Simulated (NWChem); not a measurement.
System: SnIF, singlet; SMILES [F][Sn][I]

Input file for NWChem:

```
start job
memory heap 200 mb stack 900 mb global 1100 mb
geometry units angstroms noautoz
  Sn     0.311267     1.262720     0.000000
  F     -1.560145     1.827923     0.000000
  I     -0.073522    -1.454427     0.000000
end
basis spherical
  * library def2-svp
end
ecp
  Sn library def2-ecp
  I library def2-ecp
end
dft
  xc xpbe96 cpbe96
  iterations 150
  vectors input atomic output neutral.movecs
end
task dft energy
charge 1
dft
  odft
  mult 2
  vectors input atomic output cation.movecs
end
task dft energy
```

Low-valent species are run as closed-shell singlets; no triplet was tried in these runs. All runs use the structure optimised with PBE0/def2-SVP. def2 effective core potentials on Sn, I; no spin-orbit coupling.

Ions are spin-unrestricted doublets at the neutral geometry; other ion states weren't tried.

Problem. Give the results of this calculation. (PBE/def2-SVP with def2 effective core potentials on Sn, I, vertical spin-unrestricted ions.) Quantities: vertical ionisation energy, ΔSCF (eV); −ε(HOMO) (eV).

Solution. 
```
Item                                   Value
-------------------------------------  -----
vertical ionisation energy, ΔSCF (eV)   9.41
−ε(HOMO) (eV)                           6.36
```
